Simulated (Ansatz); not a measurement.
Abridged output of a molecular run in Ansatz:

```
Functional definition: HF
2037 factors; integrals over basis functions are off by at most 8.6e-4 eV
mean field evaluation 1: about -22324.2054 eV, gradient 5.0e1 eV
mean field evaluation 2: about -22324.3765 eV, gradient 5.0e1 eV
mean field evaluation 4: about -22329.7055 eV, gradient 4.5e0 eV
mean field evaluation 8: about -22329.7960 eV, gradient 4.1e-1 eV
mean field evaluation 16: about -22329.7970 eV, gradient 1.8e-6 eV
mean field -22329.79699508 eV, -820.6049038892 hartree, gradient 1.8e-6 eV, S^2 0.000000; 0 other end points of the search recorded, 0 dependent functions left out
13 core orbitals not correlated: weight in the atoms' cores, before any rotation towards them, 1.000 or more for the frozen orbitals, at most 0.000 for the correlated occupied ones
reference -22329.79699508 eV, -820.6049038892 hartree; 23, 23 occupied and 278, 278 virtual orbitals, 2037 factors
second order -34.77278828 eV of doubles, -0.00000000 eV of singles
cycle   1  -34.72290987 eV  change    5.0e-2 eV  update   1.4e-1
cycle   2  -35.53880371 eV  change   -8.2e-1 eV  update   4.5e-2
cycle   3  -35.75378959 eV  change   -2.1e-1 eV  update   2.7e-2
cycle   4  -35.74479800 eV  change    9.0e-3 eV  update   8.1e-3
cycle   5  -35.73573585 eV  change    9.1e-3 eV  update   4.0e-3
cycle   6  -35.73709714 eV  change   -1.4e-3 eV  update   1.6e-3
cycle   7  -35.73697603 eV  change    1.2e-4 eV  update   6.1e-4
cycle   8  -35.73674052 eV  change    2.4e-4 eV  update   2.8e-4
cycle   9  -35.73688482 eV  change   -1.4e-4 eV  update   9.5e-5
cycle  10  -35.73695503 eV  change   -7.0e-5 eV  update   3.7e-5
cycle  11  -35.73691048 eV  change    4.5e-5 eV  update   1.3e-5
perturbative correction -1.36010709 eV, -0.0499830135 hartree
Total energy: -22366.89401264 eV, -821.9681941394 hartree
```

Its atoms:

Cartesian coordinates in Å:
```
C -0.196 1.242 1.180
N 0.190 0.142 0.333
C 1.403 -0.515 0.743
In -0.889 -0.385 -1.250
F -2.464 0.751 -1.475
S -0.624 -2.082 -2.863
H -1.119 1.704 0.826
H -0.361 0.912 2.217
H 0.582 2.021 1.206
H 2.256 0.180 0.748
H 1.314 -0.929 1.759
H 1.656 -1.340 0.074
H -1.748 -1.702 -3.496
```

Which basis set was used?
A. def2-SVP
B. def2-TZVPP
C. cc-pV(Q+d)Z
D. def2-SVPD

B. It gives 314 functions.

Write the keys of the input that set method, charge and spin (a neutral closed shell needs none for the last two).


```yaml
correlation: {method: ccsd_t}
```
